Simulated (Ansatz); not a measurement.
Molecule: C$_{2}$H$_{10}$O$_{2}$Si$_{2}$, net charge 0, singlet state. SMILES: O(CCO[SiH3])[SiH3]
Geometry from a B3LYP-D3(BJ)/def2-TZVP (Ansatz, a quantum-chemistry and plane-wave program) optimisation:
```
C
H 1 1.0954
H 1 1.0954 2 108.10
O 1 1.4191 2 110.92 3 -121.81
C 1 1.5163 2 109.42 3 119.08
H 5 1.0954 1 109.42 2 -180.00
H 5 1.0954 6 108.10 1 119.08
O 5 1.4191 6 110.92 7 121.81
Si 4 1.6471 1 123.64 2 60.07
Si 8 1.6471 5 123.64 6 -60.07
H 9 1.4757 4 106.33 1 -180.00
H 10 1.4757 8 106.33 5 180.00
H 9 1.4847 11 110.43 4 -120.22
H 10 1.4847 12 110.43 8 120.22
H 9 1.4847 11 110.43 13 -119.55
H 10 1.4847 12 110.43 14 119.55
```

Atomisation energy built up term by term with Ansatz (kcal/mol; UHF references for open shells; valence terms freeze the core; atomic spin-orbit terms are left out). Basis-set limits of correlation are two-point, X^-3; Hartree-Fock from the larger set.

| term | basis | kcal/mol |
|---|---|---|
| Hartree-Fock | cc-pV(Q+d)Z | 1016.39 |
| CCSD correlation | CBS(cc-pV(T+d)Z,cc-pV(Q+d)Z) | 336.95 |
| (T) | CBS(cc-pV(T+d)Z,cc-pV(Q+d)Z) | 18.21 |
| core correlation | cc-pwCVTZ | 2.46 |
| scalar relativity (X2C) | cc-pVTZ-DK against cc-pVTZ | -2.40 |
| sum: De |  | 1371.6 |

(T) makes 1.3 % of the CCSD(T) atomisation energy; under 5 % is typical of single-reference molecules.
